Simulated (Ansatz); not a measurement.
Consider the redistribution: `FB(Cl)Br` + `C[Se][Ti]([Cl])([Cl])[Cl]` → `C[Se]B(F)Cl` + `[Cl][Ti]([Cl])([Cl])[Br]`.

Gas-phase electronic energies from Ansatz, PBE0-D4/def2-TZVP geometries. CCSD(T)/CBS is the MP2 limit (def2-TZVPP, def2-QZVPP) plus CCSD(T) − MP2 in def2-TZVPP, frozen cores. Functionals use def2-TZVPP. For Br, Se, Ti outer-core shells are correlated without core-valence functions, which leaves a few kJ/mol of doubt a bond. Scalar relativity is left out up to krypton. One conformer a species, not always the lowest.

| level | ΔE (kcal/mol) |
| --- | --- |
| r2SCAN0-D4 | -10.0 |
| BHLYP-D4 | -9.7 |

What does CCSD(T)/CBS give? (Best estimate.)

The calculation gave: -8.8 kcal/mol. The listed levels differ from it by -1.2, -0.9 kcal/mol.

Largest T1 diagnostic among the species: 0.025, so the coupled-cluster value is less sure than usual.

Leaving LDA and LC-ωPBE aside and taking each functional with its dispersion term where it has one, the values, not all of them listed here, spread over 1.5 kcal/mol, from B97M-V to B2PLYP. The D4 term adds +0.8 kcal/mol with B3LYP and +0.5 kcal/mol with PBE0; it sums over pairs of atoms, weighted by their polarisabilities, and B3LYP, whose exchange is more repulsive, gets the larger term.

B3LYP here is the variant with VWN-RPA as its local correlation; programs differ in this.
